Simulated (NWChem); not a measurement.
# SbCl₄ cation; SMILES [Cl][Sb+]([Cl])([Cl])[Cl]

```xyz
5

Sb     0.0000     0.0000     0.0000
Cl    -1.8549     1.3034     0.1436
Cl     1.8436     1.3195    -0.1413
Cl     0.1481    -1.3126     1.8481
Cl    -0.1368    -1.3104    -1.8504
```
Atoms are numbered in this order, from 1.

Level: PBE0/def2-SVP with def2 effective core potentials on Sb (NWChem), optimised geometry, unscaled harmonic frequencies. def2 effective core potentials on Sb; no spin-orbit coupling.

### Question
List the harmonic frequencies with IR intensities, and the thermochemistry.

### Answer
```json
[
 {"frequency (cm⁻¹)": "105", "IR intensity (km/mol)": "0.0"},
 {"frequency (cm⁻¹)": "105", "IR intensity (km/mol)": "0.0"},
 {"frequency (cm⁻¹)": "133", "IR intensity (km/mol)": "7.4"},
 {"frequency (cm⁻¹)": "133", "IR intensity (km/mol)": "7.3"},
 {"frequency (cm⁻¹)": "133", "IR intensity (km/mol)": "7.3"},
 {"frequency (cm⁻¹)": "384", "IR intensity (km/mol)": "0.0"},
 {"frequency (cm⁻¹)": "445", "IR intensity (km/mol)": "40.5"},
 {"frequency (cm⁻¹)": "445", "IR intensity (km/mol)": "40.5"},
 {"frequency (cm⁻¹)": "445", "IR intensity (km/mol)": "40.5"}
]
```

| Item | Value |
|---|---|
| zero-point energy | 3.3 kcal/mol |
| thermal correction to the enthalpy at 298.15 K (with zero-point energy) | 8.6 kcal/mol |
| heat capacity Cv | 21.2 cal/(mol K) |
| entropy at 298.15 K and 1 atm (symmetry number 12) | 86.5 cal/(mol K) |

Rigid rotor and harmonic oscillator.
